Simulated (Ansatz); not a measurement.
A trace of molecular dynamics of BH7N2O (11 atoms, charge 0, multiplicity 1).

Theory: Ansatz, RKS B3LYP-D4/def2-mTZVP.

| Quantity | Value |
| --- | --- |
| ensemble | NVE (velocity Verlet) |
| starting velocities drawn for | 300 K |
| seed | 8923 |

```
time (fs)  T (K)  potential energy less start (eV)  conserved less start (meV/atom)
        0    300                             0.000                             0.00
        4    279                             0.025                             0.05
        8    372                            -0.083                             0.10
       12    445                            -0.167                             0.11
       16    542                            -0.280                             0.05
       20    631                            -0.385                            -0.01
       24    555                            -0.296                             0.05
       28    700                            -0.466                            -0.06
       32    748                            -0.520                             0.05
       36    869                            -0.660                             0.13
       40   1011                            -0.825                             0.15
       44    987                            -0.797                             0.19
       48   1009                            -0.824                             0.08
       52    930                            -0.733                             0.03
       56    932                            -0.735                            -0.03
       60    935                            -0.739                            -0.05
       64    985                            -0.797                             0.02
       68   1046                            -0.867                             0.05
       72   1019                            -0.836                             0.11
       76   1079                            -0.905                             0.10
       80   1072                            -0.897                             0.08
       84    991                            -0.804                             0.03
       88    899                            -0.698                            -0.01
       92    780                            -0.558                             0.05
       96    922                            -0.723                             0.03
      100    943                            -0.748                             0.09
```

Question: Is this trajectory sound?

Answer: The conserved energy stayed within 0.2 meV per atom of its start (net change 0.088 meV per atom), so the integration is sound. The kinetic energy rose, since the run started high on the potential surface and went downhill. It ends in pieces (BH5N2 + H2O), so much of that is their flight and rotation, not heat. A run of 0.1 ps of so small a system gives no equilibrium averages. The orbitals stay closed-shell, which can raise the energy where a bond breaks towards radicals; this wasn't checked here. The time step was 0.5 fs.

The run took 6.1 min on 2 threads of Arm Neoverse V1, on a shared host, peak memory 0.18 GiB.
